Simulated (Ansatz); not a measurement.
System: CH3Be, charge 0, doublet. CH3Be (SMILES [Be][CH3], doublet).
B3LYP-D3(BJ)/def2-TZVP minimum from Ansatz (a quantum-chemistry and plane-wave program):
```
C
H 1 1.0954
H 1 1.0954 2 107.40
H 1 1.0954 2 107.40 3 115.26
Be 1 1.6857 2 111.47 3 -122.37
```
Charge 0, spin multiplicity 2.

Quantity: atomisation energy (electronic, to ground-state atoms), in kJ/mol. Radicals and triplets start from unrestricted determinants; spin-orbit coupling is neglected. Correlated methods leave the cores frozen. No relativity. CBS(X,Y): correlation extrapolated as X^-3, Hartree-Fock from the larger set. A bracket is a step between two methods taken in the basis named. Double hybrids freeze cores in their MP2 part. For partners of very few electrons the exact lower level stands in for a higher one. The restricted determinant of Be ([Be], singlet) is unstable towards broken spin symmetry in at least one set run. The spin of CH3Be ([Be][CH3], doublet) was assumed, and the state is the lowest solution found for it.

CCSD(T)/CBS(def2-TZVPP,def2-QZVPP) + [CCSDT(Q) - CCSD(T)]/def2-TZVPP + [CCSDTQ - CCSDT(Q)]/def2-SVP (Ansatz) gives 1500.0 kJ/mol.

Problem. How far off this value is PBE/def2-TZVPD (Ansatz), in which direction, and how far these levels: r2SCAN/def2-TZVPD, B3LYP/def2-TZVPD, PBE0/def2-TZVPD, B2PLYP/def2-TZVPD, CCSD(T)/CBS(def2-TZVPP,def2-QZVPP)?

Solution. PBE gives 1541.7 kJ/mol, 41.7 kJ/mol above it. Differences of the others: r2SCAN/def2-TZVPD (Ansatz) 42.8; B3LYP/def2-TZVPD (Ansatz) 21.4; PBE0/def2-TZVPD (Ansatz) 28.4; B2PLYP/def2-TZVPD (Ansatz) 0.8; CCSD(T)/CBS(def2-TZVPP,def2-QZVPP) (Ansatz) -0.9 kJ/mol.
